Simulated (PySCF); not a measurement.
Si(CF3)(OH)3 (CH3F3O3Si), SMILES O[Si](O)(O)C(F)(F)F. Heavy atoms are numbered as in [OH:1][Si:2]([OH:3])([OH:4])[C:5]([F:6])([F:7])[F:8]. Hydrogens are named by the atom that carries them.

Coordinates come from a PBE0-D3(BJ)/def2-SVP optimisation. Other conformers were not sampled.

The numbers are results of PySCF with KT2/pcSseg-1, not measurements.

GIAO shieldings, no solvent; atoms alike by connectivity are averaged. δ = σ(ref) − σ: ¹⁷O against H2O (σ = 330.4 ppm); ²⁹Si against TMS (σ = 361.9 ppm); ¹³C against TMS (σ = 185.1 ppm); ¹⁹F against CFCl3 (σ = 127.1 ppm); ¹H against TMS (σ = 31.47 ppm), references at their B3LYP-D3(BJ)/def2-TZVP geometries, non-relativistic.

Computed chemical shifts:
```
nucleus    atoms  count  δ (ppm)
-------  -------  -----  -------
¹⁷O      O1 (OH)      3     48.8
²⁹Si         Si2      1    -60.0
¹³C           C5      1    132.5
¹⁹F           F6      3   -112.8
¹H       H on O1      3     2.43
```
